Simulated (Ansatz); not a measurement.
Born–Oppenheimer molecular dynamics of Cl2FH3O2W (9 atoms, charge 0, multiplicity 1). It starts from a relaxed structure.

All numbers below come from Ansatz 0.2.0, RHF/def2-SVP.

```
ensemble        : NVT, Langevin thermostat
time step       : 1 fs
steps asked     : 100
set temperature : 700 K
friction        : 0.05 /fs
seed            : 638568
```

First frame:

```xyz
9
Properties=species:S:1:pos:R:3
W 0.139 -0.097 0.207
O -0.096 0.099 1.980
H -0.330 0.257 2.882
Cl 2.425 0.497 0.077
Cl -0.411 2.156 -0.243
H -1.513 -0.063 -0.083
O -0.030 -1.931 0.354
H -0.228 -2.580 -0.310
F 0.187 -0.448 -1.625
```

**Question.** How far do the bonds stretch over the last three quarters of this one trajectory? (Pairs bonded in most of those frames.)

**Answer.** 
```csv
bond,mean (Å),spread (Å),shortest,longest
W1–O2,1.815,0.032,1.74,1.86
W1–Cl4,2.362,0.025,2.30,2.40
W1–Cl5,2.319,0.042,2.27,2.39
W1–H6,1.701,0.051,1.59,1.82
W1–O7,1.851,0.026,1.82,1.91
W1–F9,1.865,0.022,1.82,1.89
O2–H3,0.950,0.022,0.89,1.01
O7–H8,0.955,0.032,0.89,1.03
```

Mean temperature of the second half: 514 K. The mean temperature of the second half is 27 % below the set value. A run of 0.1 ps of so small a system gives no equilibrium averages.

Run time: 5.3 min on 2 threads of Intel(R) Xeon(R) Platinum 8259CL CPU @ 2.50GHz (Skylake/Cascade Lake), with other jobs on the host, peak memory 0.33 GiB.
